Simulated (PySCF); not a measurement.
Sn(Cl)(OH)3 (ClH₃O₃Sn), SMILES [OH][Sn]([OH])([OH])[Cl].

The structure is a stationary point at PBE0-D3(BJ)/def2-SVP. The def2 effective core potentials stand for the cores of Sn; spin–orbit coupling is left out. Other conformers were not sampled.

Two levels are set side by side: PBE/def2-TZVP (PySCF) and M06-2X/def2-TZVP (PySCF). Same geometry, gas phase. Differences are taken from unrounded values.

| quantity | M06-2X |
|---|---|
| orbital gap (eV) | 9.63 |
| highest occupied level (eV) | -10.87 |
| lowest empty level (eV) | -1.24 |
| dipole moment (D) | 1.07 |
| mean polarisability (bohr³) | 56.2 |

Question: What does PBE give, and how far is it from M06-2X? (Estimate from the structure and the level; the computed values follow.)

Answer: 
```csv
quantity,PBE,PBE minus M06-2X
orbital gap (eV),4.43,-5.20
highest occupied level (eV),-7.66,3.21
lowest empty level (eV),-3.23,-1.99
dipole moment (D),0.77,-0.30
mean polarisability (bohr³),61.3,5.1
```

PBE's occupied levels lie high since its potential decays too fast outside the molecule; exact exchange lowers them and widens the gap. PBE's more diffuse valence density responds more strongly to a field. Differences between two approximate levels are no errors against the true value.

Rough cost on one machine, each run with all the roots and properties that it gave: M06-2X against PBE about 3 times.
